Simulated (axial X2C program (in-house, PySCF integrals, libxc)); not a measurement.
**Photoelectron levels of RbTe⁻ by EOM-IP-CCSD**

Calculated with an axial X2C code built on PySCF integrals: two-component X2C with atomic mean-field Coulomb and Gaunt terms, Gaussian nuclei, basis Te dyall-acv3z, Rb dyall-acv3z with contracted cores.

R = 3.169 Å (near the PBE0 minimum at charge -1 of the determinant lowest at the starting distance; the state shown can have its own minimum elsewhere).

Hartree–Fock spinors of RbTe⁻ (one of each Kramers pair; a window near the gap, which can cut inner shells):

```
  ω  occupied  ε (eV)                    character
3/2       yes  -17.67                     99% Rb p
1/2       yes  -17.67                     97% Rb p
1/2       yes  -12.77   84% Te s, 7% Rb p, 6% Rb d
1/2       yes   -2.15   89% Te p, 5% Rb d, 3% Rb p
3/2       yes   -1.14   87% Te p, 7% Rb d, 6% Rb p
1/2       yes   -1.04  79% Te p, 11% Rb s, 5% Rb d
1/2        no    1.18           63% Rb p, 36% Rb s
1/2        no    1.31                    100% Rb p
3/2        no    1.31                    100% Rb p
1/2        no    1.66           55% Rb s, 45% Rb p
1/2        no    1.98  45% Rb s, 44% Rb p, 9% Rb d
1/2        no    2.29           75% Rb p, 24% Rb d
```

Vertical detachment energies of RbTe⁻ to the states of RbTe:

| Ω of RbTe | vertical detachment energy (eV) | above lowest (cm⁻¹) | ionised spinor | one-hole weight |
| --- | --- | --- | --- | --- |
| 3/2 | 0.976 | 0 | 87% Te pπ, 7% Rb dπ | 0.91 |
| 1/2 | 1.014 | 300 | 41% Te pσ, 39% Te pπ, 10% Rb sσ | 0.90 |
| 1/2 | 1.737 | 6133 | 49% Te pπ, 39% Te pσ | 0.90 |

(1) What is the splitting of the first π pair in the table, and is it regular or inverted?

This point took 14 s on 1 thread of Arm Neoverse V1 (shared host).

Reference electrons by ω block (each with its −ω partner): 1/2: 29, 3/2: 13, 5/2: 3. 16 electrons of RbTe⁻ correlated (inner shells frozen), 88 natural virtual spinors (a truncated set); levels can be off by some tenths of an eV. Roots sought by Ω: (1/2: 4, 3/2: 3, 5/2: 1); rows need 60 % one-particle weight and stop where some Ω has no more roots. Missing are any skipped roots, higher Ω and states of a further excitation; these come out far too high here and may in truth be low or lowest. T1 of the reference 0.027 (Lee–Taylor). Number of frozen shells: Te 4 s, 3 p, 2 d; Rb 3 s, 2 p, 1 d. Large amplitudes in the reference (orbital relaxation or multireference character) lower the reliability.

Results:

(1) E(3/2) − E(1/2) = 0 − 6133 = -6133 cm⁻¹ at EOM-IP-CCSD: inverted, Ω = 3/2 lower. Splittings at this level can be off by ten to twenty per cent.
